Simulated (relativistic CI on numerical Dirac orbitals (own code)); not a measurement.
## Re⁵⁺: resonant inelastic scattering at the L2,3 edge

Computed with this model: Dirac-Coulomb-Breit CI, KLI orbitals optimised for each configuration, QED by a radiative potential, valence Slater integrals scaled by 0.8, Kramers-Heisenberg scattering through one core-hole configuration in a parametric crystal field; configurations [Xe] 4f14 5d2 → [He] 2s2 2p5 3s2 3p6 3d10 4s2 4p6 4d10 4f14 5s2 5p6 5d3; 300 K; core-hole width 5 eV; summed over polarisations. Incident energies are the highest absorption maxima for each field (at most a few, so the weaker spin-orbit partner edge can be absent), on the computed scale of the free ion. Intensities are in per cent of the strongest line above 0.02 eV; levels within 1 cm⁻¹ are merged; final levels count from the ground level, the first row holds all elastic scattering, lines under 0.4 are left out and each table stops after 24 rows. The scale of the Slater integrals is a model choice and moves the terms in proportion.

Field parameters in Wybourne normalisation: D3d B²₀ = −7Dσ, B⁴₀ = −14Dq − 21Dτ, B⁴₃ = −14√(10/7) Dq; Oh B⁴₀ = 21Dq, B⁴₄ = √(5/14) B⁴₀. The field is a parameter set, without covalency, and values of 10Dq over about 45,000 cm⁻¹ lie beyond real compounds.

S is read from ⟨S²⟩ = S(S + 1).

D3d, 10Dq = 64600, Dσ = 20, Dτ = 420 cm⁻¹:

```tsv
Final level (eV)	Degeneracy	Irrep	S	10537.2 eV	10544.4 eV	11961.4 eV
0.000	2	E	0.98	2444.4	3032.6	296.8
0.118	2	E	0.96	55.2	14.1	55.6
0.194	1	A1	0.95	63.8	15.4	51.0
0.621	1	A2	1.00	58.4	15.7	9.5
0.848	2	E	0.99	64.6	21.0	9.2
0.907	1	A1	0.96	5.6	3.9	67.1
1.535	1	A1	0.15	71.1	11.0	40.1
1.713	2	E	0.13	79.6	17.2	21.7
2.036	2	E	0.07	60.6	5.6	12.4
3.712	1	A1	0.11	18.6	4.3	26.9
```

Oh, 10Dq = 51450 cm⁻¹:

```tsv
Final level (eV)	Degeneracy	Irrep	S	10538.1 eV	10543.3 eV	11962.3 eV
0.000	2	E	0.96	1318.4	1720.9	157.7
0.032	3	T2	0.97	18.2	2.3	45.9
0.660	3	T1	1.00	49.6	14.4	10.0
0.792	1	A1	0.96	2.0	4.2	33.0
1.712	3	T2	0.11	42.1	9.2	22.2
1.752	2	E	0.11	47.2	13.6	7.3
3.544	1	A1	0.13	12.2	4.4	17.3
6.365	1	A2	1.00	5.5	25.8	1.9
6.472	3	T2	0.99	22.1	100.0	5.1
6.659	3	T1	0.98	7.2	32.9	4.2
6.671	2	E	0.99	7.8	36.0	3.7
7.418	1	A1	0.98	1.2	6.4	2.4
7.538	3	T1	0.97	6.7	33.5	4.0
7.617	3	T2	0.72	6.4	42.9	3.1
7.942	2	E	0.99	2.6	13.6	0.3
```

D3d, 10Dq = 21400, Dσ = -1030, Dτ = 230 cm⁻¹:

```csv
Final level (eV),Degeneracy,Irrep,S,10540.8 eV,11964 eV
0.000,2,E,0.96,5361.5,385.6
0.069,2,E,0.96,18.0,83.9
0.077,1,A1,0.95,8.2,45.8
0.747,2,E,1.00,28.3,8.7
0.838,1,A2,1.00,12.0,3.5
0.968,1,A1,0.96,7.4,61.2
1.658,2,E,0.27,26.2,21.8
1.792,1,A1,0.34,8.8,21.6
1.887,2,E,0.21,96.7,13.8
2.955,1,A2,1.00,13.6,10.7
3.111,2,E,0.93,100.0,15.3
3.156,1,A1,0.91,70.6,8.1
3.221,1,A2,0.98,22.6,6.4
3.270,2,E,0.96,44.6,17.7
3.318,1,A1,0.55,23.0,54.9
3.402,2,E,0.98,43.1,15.1
4.077,1,A1,0.72,12.2,2.5
4.097,2,E,0.97,46.9,11.2
4.237,1,A2,0.97,30.6,7.2
4.269,2,E,0.62,39.7,8.0
4.269,1,A1,0.67,11.9,4.3
4.642,2,E,0.95,17.9,1.2
4.916,1,A1,0.58,0.9,1.3
4.946,2,E,0.70,2.6,3.7
```

For the first field the strongest loss at the lowest incident energy is the level at 1.71 eV (S = 0.13, against 0.98 in the thermal ground state). Levels of other spin, the first over 8 % at 1.54 eV, appear because spin-orbit coupling of the core hole, and in heavier ions of the valence shell too, mixes spins.
